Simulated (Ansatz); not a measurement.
`O[SiH](F)O[SiH2]F`. Total charge 0; spin multiplicity 1. Geometry: relaxed with PBE0-D4/def2-TZVP. It is one conformer, not always the lowest.

```xyz
10

O    -2.261   -0.730    0.886
Si   -1.310    0.285    0.060
F    -1.576    0.153   -1.504
O     0.257   -0.061    0.299
Si    1.813    0.024   -0.153
F     2.218    1.551   -0.350
H    -2.156   -1.677    0.788
H    -1.639    1.647    0.486
H     2.010   -0.661   -1.447
H     2.643   -0.531    0.934
```

**Question.** What is the dipole moment at ωB97M-V/def2-TZVPP? (Best estimate.)

**Answer.** Computed: 2.16 D, with components (0.33, -2.04, 0.61) D in this frame, pointing from negative to positive charge.

**Question.** And with PBE, r2SCAN, B3LYP? (An estimate is asked.)

**Answer.** The calculation gave: PBE 2.08 D, r2SCAN 2.13 D, B3LYP 2.16 D.

**Question.** Give the Mulliken charges with ωB97M-V, B3LYP, PBE in def2-TZVPP. (Estimate.)

**Answer.** The calculation gave: 
```csv
atom,ωB97M-V,B3LYP,PBE
O1,-0.37,-0.38,-0.34
Si2,0.70,0.76,0.63
F3,-0.31,-0.32,-0.27
O4,-0.35,-0.35,-0.27
Si5,0.57,0.66,0.56
F6,-0.31,-0.32,-0.28
H7,0.18,0.19,0.19
H8,-0.04,-0.08,-0.08
H9,-0.04,-0.08,-0.07
H10,-0.04,-0.08,-0.07
```

B3LYP here is the variant with VWN-RPA as its local correlation; programs differ in this.
